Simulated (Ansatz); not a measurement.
Gas-phase electronic energies from Ansatz, PBE0-D4/def2-TZVP geometries. CCSD(T)/CBS adds triple-zeta CCSD(T) − MP2 to the extrapolated MP2 energy (def2 sets, frozen cores). Functionals use def2-TZVPP. B3LYP here is the variant with VWN-RPA as its local correlation; programs differ in this. For Ge outer-core shells are correlated without core-valence functions, which leaves a few kJ/mol of doubt a bond. Scalar relativity is left out up to krypton. One conformer a species, not always the lowest.

Consider the redistribution: `C[N]([GeH3])[SiH2]F` + `C=CC[SiH3]` → `C=C[CH2][GeH3]` + `CN([SiH3])[SiH2]F`.

Is it downhill or uphill in electronic energy at CCSD(T)/CBS, and by how much? (An estimate is asked.)

Computed: Downhill: ΔE = -34.7 kJ/mol.

What do these levels give: PBE0-D4, ωB97X-V, ωB97M-V, B2PLYP, PBE, B3LYP, MP2/def2-TZVPP, CCSD/def2-TZVPP, HF/def2-QZVPP, MP2/def2-QZVPP, SCS-MP2/def2-QZVPP, MP2/CBS(def2)? (Estimate.)

Computed: PBE0-D4 -32.2, ωB97X-V -31.6, ωB97M-V -33.2, B2PLYP -33.5, PBE -30.9, B3LYP -33.8, MP2/def2-TZVPP -33.8, CCSD/def2-TZVPP -33.2, HF/def2-QZVPP -34.4, MP2/def2-QZVPP -35.1, SCS-MP2/def2-QZVPP -34.2, MP2/CBS(def2) -35.9 kJ/mol.

Largest T1 diagnostic among the species: 0.012.
